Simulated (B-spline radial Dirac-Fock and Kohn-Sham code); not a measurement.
## EELS cross sections of the Lu N1 edge

System: the free lutetium atom, configuration [Xe] 4f14 5d1 6s2. Model: the first Born approximation with generalised oscillator strengths from a Dirac-Hartree-Slater potential (longitudinal and transverse terms; continuum final states only, so no white lines or fine structure). Program: a radial finite-basis atomic code. The edge is taken at 506.8 eV (tabulated value).

The run's input, task.json:

```json
{"items": [{
  "Z": 71,
  "q": 0,
  "cfg": [[1, 0, 2], [2, 0, 2], [2, 1, 6], [3, 0, 2], [3, 1, 6], [3, 2, 10], [4, 0, 2], [4, 1, 6], [4, 2, 10], [4, 3, 14], [5, 0, 2], [5, 1, 6], [5, 2, 1], [6, 0, 2]],
  "A": 175,
  "rrms": 5.37,
  "do": "eels",
  "beams": [[60, 10], [60, 100], [80, 10], [80, 100], [100, 5], [100, 20], [100, 100], [120, 5], [120, 10], [120, 20], [200, 10], [200, 50], [200, 100], [300, 50]],
  "edges": {"N1": 506.8}
}]}
```

Run with: `python xray2_run.py task.json out`

Partial cross sections σ(β, Δ) in barn, integrated over a window Δ above the edge and up to the collection semi-angle β, for parallel illumination:

```
E₀ (kV)  β (mrad)  Δ = 25 eV  Δ = 50 eV  Δ = 100 eV  Δ = 200 eV  Δ = 300 eV
     60        10       73.9        140         250         409         513
     60       100        274        531         968        1660        2230
     80        10       74.2        141         254         419         530
     80       100        236        461         846        1460        1960
    100         5       40.4       76.1         136         219         273
    100        20        108        206         379         644         834
    100       100          ?          ?           ?           ?           ?
    120         5       42.2       79.6         143         232         291
    120        10       72.0        137         249         417         532
    120        20        102        196         360         614         798
    200        10       67.9        130         237         402         519
    200        50        130        251         458         789        1050
    200       100        143        281         521         907        1220
    300        50        116        227         419         724         971
```

**Question.** Give the row for 100 kV and 100 mrad.

**Answer.** 209 b for 25 eV, 410 b for 50 eV, 754 b for 100 eV, 1300 b for 200 eV, 1750 b for 300 eV.

Values without a named source are computed, but for edge energies of neutral atoms, which are taken from tables.
